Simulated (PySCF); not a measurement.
C6H6O, SMILES C1=C[C@H]2C=C[C@@H]1O2.

The structure is a stationary point at PBE-D3(BJ)/def2-SVP. The structure was generated by enumeration; whether it is a known compound was not checked. One conformer was computed; it need not be the lowest.

Two levels are set side by side: PBE/def2-TZVP (PySCF) and PBE0/def2-TZVP (PySCF). Same geometry, gas phase. Differences are taken from unrounded values.

| quantity | PBE0 | PBE | PBE minus PBE0 |
|---|---|---|---|
| orbital gap (eV) | 5.64 | 3.43 | -2.21 |
| highest occupied level (eV) | -6.50 | -5.28 | 1.22 |
| lowest empty level (eV) | -0.86 | -1.84 | -0.99 |
| dipole moment (D) | 1.83 | 1.73 | -0.10 |
| mean polarisability (bohr³) | 63.4 | 65.0 | 1.6 |

PBE's occupied levels lie high since its potential decays too fast outside the molecule; exact exchange lowers them and widens the gap. Differences between two approximate levels are no errors against the true value.

Rough cost on one machine, each run with all the roots and properties that it gave: PBE0 against PBE within a factor of 2.
